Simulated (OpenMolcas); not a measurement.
4s² 4p³ along the 33-electron sequence

```yaml
Program: OpenMolcas
Method: SS-CASPT2, IPEA 0.25 Eh, imaginary shift 0.1 Eh
Basis: ANO-R3
Scalar_Hamiltonian: X2C, finite nucleus
Spin-orbit_coupling: state interaction with AMFI integrals over the reference wave functions, term energies averaged over their components
```

Active space for each ion: 3 electrons in 3 orbitals (4p); closed shells correlated by CASPT2: 3d 4s.

Computed levels in cm-1 above ⁴S°_3/2:

```
                                Level     As    Se+   Br2+   Kr3+
                              ²D°_3/2  11420  13760  15920  17610
                              ²D°_5/2  11630  14220  16760  18970
                              ²P°_1/2  19550  24160  28390  32040
                              ²P°_3/2  19850  24800  29540  33940
weight of ⁴S° in the lowest level (%)    100     99     99     98
```

Measured, with the error of the calculation in %. Measured levels: As, Se+ from NIST Handbook of Basic Atomic Spectroscopic Data; Br2+ from Moore, Atomic Energy Levels, vol. II, NSRDS-NBS 35 (1971 reprint of NBS Circular 467, 1952); Kr3+ from Saloman, J. Phys. Chem. Ref. Data 36, 215 (2007).

| Level | As | Se+ | Br2+ | Kr3+ |
| --- | --- | --- | --- | --- |
| ²D°_3/2 | 10593 (+7.8) | 13168 (+4.5) |  | 17038 (+3.4) |
| ²D°_5/2 | 10915 (+6.6) | 13784 (+3.2) |  | 18700 (+1.5) |
| ²P°_1/2 | 18186 (+7.5) | 23038 (+4.9) | 26915 (+5.5) | 31056 (+3.2) |
| ²P°_3/2 | 18648 (+6.4) | 23895 (+3.8) | 28579 (+3.4) | 33406 (+1.6) |

²D°_3/2 changes by a factor of 1.54 over the same range, with steps per unit of Z of +2340, +2160, +1690 cm-1.

CASPT2 breaks the degeneracy within a term, and the mean is taken; among the terms shown or strongly mixed into the levels shown the widest spread is 190 cm-1 (4s² 4p³ ²D°, Se+). With the s shell closed, the reference lacks s² → p² mixing. Computed and measured levels are paired by configuration, term and J; levels that our copy of the source lacks, or whose pairing is in doubt (as where it misses far off the trend of its configuration), stay unpaired and out of the deviations. Levels of configurations outside the active space are missing.

° marks odd parity.
